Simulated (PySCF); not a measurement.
**Löwdin shares of the frontier orbitals**

Species: Ge(SiH3)Me3, C3H12GeSi.
Structure used (PBE0-D3(BJ)/def2-SVP), in Å, numbered top down from 1:
```xyz
17
C3H12GeSi angstrom
Ge    -0.0006    0.0013   -0.1139
Si    -0.0136   -0.0250    2.2752
H      0.7087    1.1643    2.8308
H      0.6518   -1.2569    2.8087
H     -1.4146    0.0032    2.8056
C      1.8464    0.0166   -0.7703
H      1.8517    0.0171   -1.8714
H      2.3926   -0.8729   -0.4232
H      2.3822    0.9115   -0.4212
C     -0.9284    1.6035   -0.7608
H     -0.9182    1.6266   -1.8614
H     -0.4379    2.5156   -0.3900
H     -1.9756    1.6117   -0.4240
C     -0.9095   -1.5943   -0.8016
H     -1.9517   -1.6333   -0.4522
H     -0.3981   -2.5090   -0.4673
H     -0.9139   -1.5805   -1.9025
```

Level of theory: PySCF, TDDFT PBE0/def2-SVPD, vertical, gas phase, core orbitals frozen in the response. The PBE0/def2-SVPD calculation is non-relativistic and has no spin–orbit coupling, an omission that weighs most on germanium.

Frontier orbitals with the atoms that hold most of them (Löwdin shares over 4%, at most four atoms; ? is withheld):

```csv
orbital,ε (eV),atoms
HOMO-3,-9.57,"Si2 41%, H5 31%, H4 10%, H3 9%"
HOMO-2,-8.38,"C6 29%, C10 22%, Ge1 20%, H8 5%"
HOMO-1,-8.37,"C14 32%, Ge1 21%, C10 14%, C6 7%"
HOMO,-7.51,?
LUMO,?,"Si2 16%, Ge1 15%, C14 8%, C6 8%"
LUMO+1,0.64,"Si2 30%, Ge1 13%, C6 10%, H5 8%"
LUMO+2,0.64,"Si2 30%, Ge1 13%, C10 10%, H4 8%"
```

(1) Give the leading atoms of the HOMO.

(2) What is the LUMO energy, and the HOMO–LUMO gap?

## Answers

(1) Si2 (bonded to Ge and 3 H) 32%; Ge1 (bonded to 3 C and Si) 26%; C10 (bonded to Ge and 3 H) 7%; C6 (bonded to Ge and 3 H) 7%. By element: silicon 32%, germanium 26%, carbon 14% or more.

(2) ε(LUMO) = 0.35 eV; the gap is 7.86 eV (0.2887 hartree).

Within 0.005 eV of a neighbour in this list lie HOMO-2/HOMO-1 and LUMO+1/LUMO+2.

Problem. The HOMO–LUMO gap is 7.86 eV. Where does the response calculation put the lowest singlet, and from which orbitals?

Solution. S1 is at 6.82 eV (f = 0.023), 1.04 eV below the gap, made of HOMO→LUMO (99%). Without the coupling terms of the response equations the lowest excitation would equal the gap.

Next come S2 at 7.00 eV (f 0.041), HOMO→LUMO+1/LUMO+2 (≥95%); S3 at 7.00 eV (f 0.042), HOMO→LUMO+1/LUMO+2 (≥95%); S4 at 7.58 eV (f 0.387), HOMO→LUMO+3 (92%); S5 at 7.64 eV (f 0.072), HOMO-2/HOMO-1→LUMO (≥92%).

Orbitals of the list HOMO-3 to LUMO+2 that lie within 0.01 eV of each other are written together with a slash and their weights summed (≥ marks a lower bound); for degenerate orbitals outside that list single weights are arbitrary.

Löwdin shares depend on the basis, the more so with diffuse functions.
